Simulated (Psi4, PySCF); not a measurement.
The Psi4 input:
```
memory 2 GB

molecule mol {
0 2
C     1.591205   -0.309065   -0.074235
C     0.141277   -0.746968   -0.194138
S    -1.004971    0.599201    0.152190
H     1.798620    0.048213    0.931932
H     2.249033   -1.148568   -0.290440
H     1.805409    0.493498   -0.776411
H    -0.087622   -1.545847    0.513545
H    -0.080798   -1.098314   -1.203423
}

set {
  basis sto-3g
  reference uhf
  freeze_core true
  mp2_type conv
  scf_type pk
  puream true
  d_convergence 1e-8
}

energy('ccsd(t)')
print_variables()
```

Give the equivalent PySCF input.

One answer among several that fit: 
```python
from pyscf import gto, scf, cc

mol = gto.M(
    atom='''
C     1.591205   -0.309065   -0.074235
C     0.141277   -0.746968   -0.194138
S    -1.004971    0.599201    0.152190
H     1.798620    0.048213    0.931932
H     2.249033   -1.148568   -0.290440
H     1.805409    0.493498   -0.776411
H    -0.087622   -1.545847    0.513545
H    -0.080798   -1.098314   -1.203423
''',
    basis='sto-3g',
    charge=0,
    spin=1,
    verbose=3,
)

mf = scf.UHF(mol)
mf.kernel()

mycc = cc.CCSD(mf, frozen=7)
mycc.kernel()
et = mycc.ccsd_t()
print('E(CCSD(T)) = %.10f' % (mycc.e_tot + et))
```

Both were run: Psi4 gave -471.033310 Eh and PySCF -471.033310 Eh, 0.000 mEh apart.
